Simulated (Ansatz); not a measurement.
`N[SiH](S)Cl`. Total charge 0; spin multiplicity 1.

Cartesian coordinates in Å:
```
N -0.096 -0.289 -1.387
Si 0.363 0.119 0.192
S -1.294 1.160 1.014
Cl 0.805 -1.462 1.452
H 0.598 -0.497 -2.087
H -0.975 -0.743 -1.574
H 1.614 0.899 0.109
H -1.015 0.812 2.280
```

(1) List the harmonic frequencies (cm⁻¹, unscaled) at PBE0-D4/def2-TZVP in Ansatz. (Best estimate.)

(2) Is this a minimum?

(3) Give the ideal-gas thermochemistry at 298.15 K and 1 bar (rigid rotor, harmonic oscillator; point group C1, symmetry number 1).

(4) Rotational constants (cm⁻¹)?

## Answers

(1) Computed: 164, 196, 218, 263, 317, 401, 487, 553, 708, 757, 833, 901, 920, 1576, 2267, 2721, 3605, 3704.

(2) Yes, all 18 modes are real.

(3) Zero-point energy 123.2 kJ/mol; H(298) − E = 142.8 kJ/mol; entropy 335.7 J/(mol·K), of which translation 167.9, rotation 114.2, vibration 53.6; G(298) − E = 42.7 kJ/mol.

(4) 0.1442, 0.08087, 0.05623.
